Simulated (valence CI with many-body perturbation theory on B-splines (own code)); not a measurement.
The numbers below are computed, except where a source is named.
# Gd XLIV: what the settings do

Level of theory: valence CI with perturbative core correlation (CI+MBPT): three valence electrons over a frozen Dirac-Fock core [Ar], a basis of 6 s, 6 p, 5 d, 5 f, 1 g functions for each j, with the one-electron correlation potential Σ1 (screened to all orders), the two-electron term Σ2, the three-electron term Σ3, Breit, model QED; selected single and double excitations, second order for the rest, scaled by the run's own slope (own B-spline code, finite nucleus).

No measured spectrum was set against this ion. As an estimate, large intervals hold to a few tenths of a per cent, small ones and those within an open d or f shell to about a per cent. Only levels of the ground parity were solved; by the run's estimate the other parity begins above the list, which can be wrong where configurations are misplaced.

The reference run has the lowest level (3d3/2^3) J=3/2 and an ionisation energy of 3424.94 eV. Its largest variational space holds 2196 state functions.

Levels are named by their leading jj configuration (3d3/2^4 stands for four electrons in 3d with j = 3/2), which in mixed levels can hold well under half, so a name can repeat and another be missing. Letters in brackets count levels of one name in rising energy.

Changed runs:
A. size limit of the variational space 10000 → 3000
B. hole-hole ladder in Σ2 on → off
C. screening of Σ1 on → off; scale of Σ1 1 → 0
D. Davidson tolerance 2e-05 → 0.03 (bad on purpose)

Excitation energies of the reference run in cm⁻¹, and shifts in cm⁻¹:

| Level | Reference | A | B | C | D |
| --- | --- | --- | --- | --- | --- |
| (3d3/2^2 3d5/2) J=5/2 [a] | 242248 | 0 | -3411 | -1371 | 0 |
| (3d3/2^2 3d5/2) J=3/2 | 288600 | 0 | -788 | -1357 | 0 |
| (3d3/2^2 3d5/2) J=7/2 | 306736 | 0 | -3641 | -1465 | 0 |
| (3d3/2^2 3d5/2) J=9/2 | 313022 | 0 | -5194 | -1409 | 0 |
| (3d3/2^2 3d5/2) J=1/2 | 322561 | 0 | +495 | -1408 | 0 |
| (3d3/2^2 3d5/2) J=5/2 [b] | 462484 | 0 | +3387 | -1683 | 0 |
| (3d3/2 3d5/2^2) J=7/2 [a] | 547539 | 0 | -4131 | -2743 | 0 |
| (3d3/2 3d5/2^2) J=9/2 | 574626 | 0 | -5521 | -2813 | 0 |
| (3d3/2 3d5/2^2) J=3/2 [a] | 609275 | 0 | +973 | -2824 | 0 |
| (3d3/2 3d5/2^2) J=1/2 | 628310 | 0 | +1299 | -2848 | 0 |
| (3d3/2 3d5/2^2) J=11/2 | 641558 | 0 | -6904 | -2842 | 0 |
| (3d3/2 3d5/2^2) J=5/2 [a] | 650193 | 0 | +180 | -2732 | 0 |
| Ionisation energy (eV) | 3424.94 | 0 | -0.73 | -2.64 | 0 |

No effect on these energies: A, D.
